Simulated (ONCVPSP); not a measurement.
Al (Z = 13): ONCV pseudisation with PBEsol, non-relativistic reference atom.

- Element: Al (Z = 13)
- Generator: ONCVPSP 4.0.1
- Type: optimised norm-conserving Vanderbilt (ONCV)
- Functional: PBEsol
- Relativity: non-relativistic
- Frozen core: [He]
- Valence charge: 11
- Reference configuration: 2s2 2p6 3s2 3p1
- Partial waves: 2s+3s: rc 1.25 bohr, ncon 5, nbas 9, qcut 9.8 1/bohr, 2 projectors; 2p+3p: rc 1.10 bohr, ncon 3, nbas 6, qcut 14.4 1/bohr, 2 projectors; d scattering state at 0.1 Ha: rc 1.15 bohr, ncon 3, nbas 7, qcut 9 1/bohr, 1 projector
- Local potential: polynomial inside 1.00 bohr (lpopt 5, dvloc0 4 Ha)
- Core correction: Teter function, fcfact 4, rcfact 1.75

**Question.** Estimate the cutoffs (Ha) at which the residual kinetic energy of the hardest occupied pseudo-wave falls to 1 and 0.1 mHa per electron.

**Answer.** 70 Ha and 80 Ha.

**Question.** Does the potential have ghost states?

**Answer.** No bound ghost flagged; no localised positive-energy state flagged.

**Question.** Which valence shell sets the plane-wave cutoff?

**Answer.** 2p: 70 Ha for 1 mHa per electron, against 58 Ha for 3p.

Its largest configuration-test error is -0.4 meV (2s2 2p6 3s1 3p0). 1 of 4 tests not solved or not reliable.
